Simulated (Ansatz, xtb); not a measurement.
## Two isomers of C5H9BOSi

We compare I, `COB1C=CC([SiH3])=C1`, a singlet, with II, `COB1C=CC=C1[SiH3]`, a singlet. Both are isolated molecules in the gas phase, relaxed with PBE-D3(BJ)/def2-SVP; the shapes shown needn't be the lowest conformers.

I (Å):

```xyz
17

C    -0.0844    0.6832    2.5144
C    -1.8712   -0.3562   -0.8213
C    -1.1701   -0.5961   -1.9569
C     0.3264   -0.4157   -1.7742
C     0.6231   -0.0490   -0.4920
B    -0.7819    0.0274    0.2639
O    -1.0672    0.3419    1.5491
Si    1.5759   -0.6727   -3.1555
H    -0.3013    1.6980    2.9067
H    -0.1442   -0.0335    3.3592
H     0.9430    0.6669    2.0957
H    -2.9651   -0.4329   -0.7467
H    -1.5952   -0.8925   -2.9314
H     1.2910    0.2551   -4.3095
H     2.9635   -0.4128   -2.6378
H     1.4973   -2.0813   -3.6879
H     1.6551    0.1315   -0.1543
```

II (Å):

```tsv
atom	x (Å)	y (Å)	z (Å)
C	-0.5994	-2.2217	0.8753
C	-2.8081	0.3068	-1.1573
C	-2.3252	1.4732	-1.6550
C	-0.8721	1.6557	-1.3307
C	-0.3267	0.6294	-0.6077
B	-1.5725	-0.3711	-0.4242
O	-1.6611	-1.5650	0.2040
Si	1.4612	0.6289	-0.0884
H	-0.4151	-3.2013	0.3888
H	-0.8987	-2.4060	1.9272
H	0.3423	-1.6346	0.8680
H	-3.8464	-0.0346	-1.2734
H	-2.8877	2.2263	-2.2317
H	-0.3245	2.5555	-1.6654
H	1.6125	0.5683	1.4131
H	2.2062	-0.5658	-0.6346
H	2.1420	1.8794	-0.5834
```

Energies in hartree; the thermal terms are from GFN2-xTB frequencies at re-optimised GFN2-xTB minima (ideal gas, soft modes damped towards free rotors, one conformer each, 298.15 K, 1 atm) and include the zero-point energy:

```
                              I           II
E, CCSD(T)/def2-SVP  −583.884529  −583.887867
    E, MP2/def2-SVP  −583.767516  −583.771188
  E, MP2/def2-TZVPP  −584.428727  −584.432734
  zero-point energy     0.122384     0.122615
       H(298 K) − E     0.133332     0.133380
       G(298 K) − E     0.086954     0.087759
```

Correct the CCSD(T) difference for the basis set by the MP2 change, then work out ΔE, ΔE₀, ΔH and ΔG for I → II in kJ/mol (1 Eh = 2625.50 kJ/mol) and the equilibrium ratio [II]/[I].

1. Differences II − I: CCSD(T) −0.003338, MP2 in the small set −0.003672, MP2 in the large set −0.004007 Eh.
2. ΔE = −0.003338 + (−0.004007 − (−0.003672)) = −0.003673 Eh = −9.64 kJ/mol.
3. ΔE₀ = ΔE + ΔZPE = −0.003673 + (+0.000231) Eh = −9.04 kJ/mol.
4. ΔH = ΔE + (+0.000048) Eh = −9.52 kJ/mol.
5. ΔG = ΔE + (+0.000805) Eh = −7.53 kJ/mol, so ΔS = (ΔH − ΔG)/T = −6.7 J/(mol K).
6. kT = 0.9442 mEh, so K = [II]/[I] = exp(−ΔG/kT) = exp(+3.04) ≈ 21.

Structure II is favoured at this temperature. An error of 4 kJ/mol in ΔG would change K by a factor of 5. HF/STO-3G gave ΔE the other sign. Mirror images and further conformers aren't counted.

As drawn, both hold the same kinds of bond in the same numbers.

Other levels gave ΔE = −6.5 (GFN2-xTB); +7.1 (HF/STO-3G, GFN2-xTB geometries); −12.3 (r2SCAN-D4/def2-SVP, GFN2-xTB geometries); −12.0 (PBE-D3(BJ)/def2-SVP); −8.3 (HF/def2-SVP); −9.6 (MP2/def2-SVP); −8.8 (CCSD(T)/def2-SVP) kJ/mol. The correlated steps freeze 12 core orbitals. Programs: Ansatz 0.2.0, xtb 6.7.1.
